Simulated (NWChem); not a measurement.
# YCl3; SMILES [Cl][Y]([Cl])[Cl]

```xyz
4

Y      0.0669     0.1958     0.1253
Cl     2.3893    -0.2031    -0.4978
Cl    -0.8354    -0.7891     2.1641
Cl    -1.3528     1.5831    -1.2891
```
Atoms are numbered in this order, from 1.

All runs use the structure optimised with PBE0/def2-SVP. def2 effective core potentials on Y; no spin-orbit coupling.

### Question
List the 6 lowest vertical singlet excitations from Hartree-Fock/def2-SVP with def2 effective core potentials on Y, TDHF (NWChem).

### Answer
```
state  energy (eV)  oscillator strength  leading excitation (squared amplitude)
-----  -----------  -------------------  --------------------------------------
S1            7.00                0.000                      HOMO → LUMO (0.95)
S2            7.20                0.006                    HOMO−2 → LUMO (0.76)
S3            7.20                0.006                    HOMO−3 → LUMO (0.76)
S4            7.26                0.173                    HOMO−1 → LUMO (0.95)
S5            7.28                0.000                    HOMO−4 → LUMO (0.94)
S6            7.28                0.000                    HOMO−5 → LUMO (0.94)
```
